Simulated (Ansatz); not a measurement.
Geometry optimisation, RKS PBE/def2-SVP (Ansatz).

input.yaml

```yaml
crystal:
  periodic: [false, false, false]
  atoms:
    - { symbol: Ta, position_ang: [-0.487032, 0.501769, 0.281934] }
    - { symbol: O, position_ang: [2.545871, -0.413085, -0.270956] }
    - { symbol: H, position_ang: [2.748978, -1.0652, 0.434378] }
    - { symbol: O, position_ang: [0.21177, -0.050432, 2.003816] }
    - { symbol: H, position_ang: [-0.079245, -0.932079, 2.313894] }
    - { symbol: O, position_ang: [0.172307, 0.219213, -1.473505] }
    - { symbol: H, position_ang: [1.09025, -0.164651, -1.511954] }
    - { symbol: O, position_ang: [-2.107207, 1.467876, 0.189762] }
    - { symbol: H, position_ang: [-2.704479, 1.810828, 0.879054] }
    - { symbol: F, position_ang: [-1.280725, -1.248471, 0.295395] }
    - { symbol: Br, position_ang: [1.043876, 2.60344, 0.697978] }
    - { symbol: H, position_ang: [2.688636, 0.463292, 0.181504] }
basis:
  gaussian: { orbitals: def2-SVP }
hamiltonian:
  xc: pbe
relax:
  f_tol: 0.03
  max_steps: 50
```

Run as:

```bash
$ ansatz run input.yaml --threads 4 --pin off --max-ram 5120MiB --backend cpu --events-out ev --progress --plain --runs-dir out
```

Q: Where does it end, and by what steps?

A: The forces met the threshold. After 22 steps the energy has fallen by 0.329 eV; H7 moved furthest, 1.09 Å. Joined: Ta1–O2.

```
step  energy less start (eV)  largest force component (eV/Å)  accepted
   0                  0.0000                           0.528       yes
   1                 -0.0098                           0.425       yes
   2                 -0.0316                           0.316       yes
   3                 -0.0346                           0.230       yes
   4                 -0.0394                           0.079       yes
   5                 -0.0501                           0.232       yes
   6                 -0.0746                           0.344       yes
   7                 -0.1166                           0.505       yes
   8                 -0.1400                           0.851       yes
   9                 -0.2050                           0.709       yes
  10                 -0.2578                           0.434       yes
  11                 -0.2772                           0.812       yes
  12                 -0.2986                           0.477       yes
  13                 -0.2767                           0.942        no
  14                 -0.3157                           0.119       yes
  15                 -0.3226                           0.127       yes
  16                 -0.3250                           0.201       yes
  17                 -0.3267                           0.080       yes
  18                 -0.3274                           0.033       yes
  19                 -0.3278                           0.061       yes
  20                 -0.3283                           0.043       yes
  21                 -0.3285                           0.030       yes
  22                 -0.3287                           0.019       yes
```

```xyz
12
Properties=species:S:1:pos:R:3
Ta -0.126 0.472 0.196
O 2.095 -0.398 0.191
H 2.225 -0.730 1.104
O 0.054 -0.032 2.075
H -0.139 -0.914 2.440
O 0.137 0.453 -1.700
H 0.406 -0.215 -2.353
O -1.821 1.318 0.263
H -2.329 1.604 1.042
F -0.580 -1.395 0.006
Br 1.312 2.587 0.576
H 2.610 0.443 0.180
```

Time of the run: 68 s on 4 threads of Arm Neoverse V1, with other jobs on the host, peak memory 0.26 GiB.
